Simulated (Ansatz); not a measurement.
Isolated molecules relaxed with PBE0-D4/def2-TZVP in Ansatz; ΔE leaves out vibrations. CCSD(T)/CBS is the MP2 limit (def2-TZVPP, def2-QZVPP) plus CCSD(T) − MP2 in def2-TZVPP, frozen cores. This one scheme is used for every species. Functionals use def2-TZVPP. B3LYP here is the variant with VWN-RPA as its local correlation; programs differ in this. Each species was taken in one conformer, which may not be the lowest.

`CO[SiH2]N[SiH2]O` + `SS` → `O[SiH2]SS` + `CO[SiH2]N`  (ligand exchange at the Si–N bond)

```csv
level,ΔE (kJ/mol),difference from CCSD(T)/CBS
PBE-D4,-5.7,-10.1
B3LYP-D4,5.3,0.9
ωB97M-V,5.4,1.0
B2PLYP,3.3,-1.1
r2SCAN,0.4,-4.0
B3LYP,1.3,-3.1
HF/def2-TZVPP,11.0,6.6
CCSD/def2-TZVPP,10.0,5.6
CCSD(T)/def2-TZVPP,8.2,3.8
MP2/def2-QZVPP,2.3,-2.1
CCSD(T)/CBS,4.4,0
```

Largest T1 diagnostic among the species: 0.012.

The D4 term adds +4.0 kJ/mol with B3LYP and +2.6 kJ/mol with PBE0; it sums over pairs of atoms, weighted by their polarisabilities, and B3LYP, whose exchange is more repulsive, gets the larger term. From PBE to PBE0 (25 % exact exchange), in def2-TZVPP and without D4, ΔE moves by +4.3 kJ/mol.
